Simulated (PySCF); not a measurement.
**Spin-rotation constants: SMILES C=C1C(=C)C(C=O)=C1C, C8H8O**

Cartesian coordinates in Å; atom numbers follow the order of the lines, from 1:
```xyz
17

C     0.140   -2.372   -0.384
C     0.179   -1.064   -0.175
C     1.242   -0.023   -0.037
C     2.561   -0.009   -0.073
C     0.153    0.964    0.149
C     0.115    2.386    0.372
O    -0.895    3.042    0.503
C    -0.820   -0.001    0.020
C    -2.290    0.008    0.063
H     1.039   -2.952   -0.501
H    -0.796   -2.904   -0.445
H     3.123    0.900    0.057
H     3.126   -0.911   -0.234
H     1.114    2.863    0.417
H    -2.673    0.808   -0.570
H    -2.701   -0.948   -0.251
H    -2.625    0.226    1.079
```

Method: PySCF, GIAO HF/pcSseg-1 magnetisability, rotational g tensor and spin-rotation constants, non-relativistic, gas phase. Geometry: GFN2-xTB.

Question: Give the nuclear spin-rotation constants along the inertial axes (H = +C I·J) beside the isotropic shieldings.

Answer: Rotational constants 2.3954, 1.4526, 0.9093 GHz. A star marks the isotopologue with that one atom substituted, in its own axes.
| atom | isotope | Caa (kHz) | Cbb (kHz) | Ccc (kHz) | mean (kHz) | σ (ppm) |
| --- | --- | --- | --- | --- | --- | --- |
| H10 | 1H | 0.064 | -0.060 | -0.109 | -0.035 | 26.5 |
| H11 | 1H | -0.233 | 0.117 | -0.109 | -0.075 | 26.6 |
| H12 | 1H | -0.081 | 0.021 | -0.110 | -0.057 | 27.0 |
| H13 | 1H | 0.180 | -0.138 | -0.110 | -0.023 | 27.1 |
| H14 | 1H | -0.178 | 0.154 | -0.083 | -0.036 | 22.5 |
| H15 | 1H | -0.097 | -0.135 | -0.043 | -0.091 | 29.2 |
| H16 | 1H | -0.120 | -0.043 | -0.104 | -0.089 | 30.0 |
| H17 | 1H | -0.204 | -0.132 | -0.011 | -0.116 | 29.6 |
| C1 | 13C* | 0.722 | 0.587 | 0.088 | 0.465 | 84.4 |
| C2 | 13C* | 0.879 | 0.720 | 0.135 | 0.578 | 39.9 |
| C3 | 13C* | 1.168 | 0.523 | 0.139 | 0.610 | 42.5 |
| C4 | 13C* | 0.894 | 0.387 | 0.089 | 0.457 | 98.5 |
| C5 | 13C* | 1.181 | 0.503 | 0.144 | 0.609 | 43.7 |
| C6 | 13C* | 1.126 | 0.737 | 0.176 | 0.680 | 2.8 |
| O7 | 17O* | -2.504 | -1.153 | 0.024 | -1.211 | -343.2 |
| C8 | 13C* | 1.365 | 0.652 | 0.131 | 0.716 | 6.6 |
| C9 | 13C* | 0.329 | 0.182 | 0.095 | 0.202 | 180.1 |

For the geometry as given, no vibrational averaging.
